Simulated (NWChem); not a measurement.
# Si₂H₄OClF; SMILES [SiH2](O[SiH2]Cl)F

```xyz
9

Si    -0.0566    -1.8334    -0.5278
F     -0.7663    -2.3246     0.8294
O      0.7854    -0.4517    -0.2313
Si     0.8931     1.0813     0.3436
Cl    -0.8209     2.1576    -0.1203
H     -1.1074    -1.5748    -1.5352
H      0.9142    -2.8631    -0.9523
H      2.0314     1.7496    -0.3181
H      1.0186     1.0731     1.8160
```
Atoms are numbered in this order, from 1.

Results from NWChem. Pople sets run with spherical d functions. Coordinates come from a B3LYP/6-31G* (spherical d) optimisation. Total energies compare along this basis series because the functional is fixed.

```
level            basis functions  energy (Ha)  highest occupied level (eV)  orbital gap (eV)  dipole (D)  relative time
---------------  ---------------  -----------  ---------------------------  ----------------  ----------  -------------
PBE0/STO-3G                   41   -1202.0147                        -5.11              9.90        2.73              1
PBE0/3-21G                    65   -1209.9862                        -8.99              9.47        2.22              1
PBE0/6-31G*                   90   -1216.2099                        -8.94              9.39        1.73              4
PBE0/6-31+G*                 110   -1216.2250                        -9.05              8.88        1.72              7
PBE0/6-311G**                138   -1216.3450                        -9.06              9.24        1.80              5
PBE0/6-311++G**              162   -1216.3525                        -9.06              8.84        1.72             10
```

The last column is a rough cost ratio, cheapest run = 1.
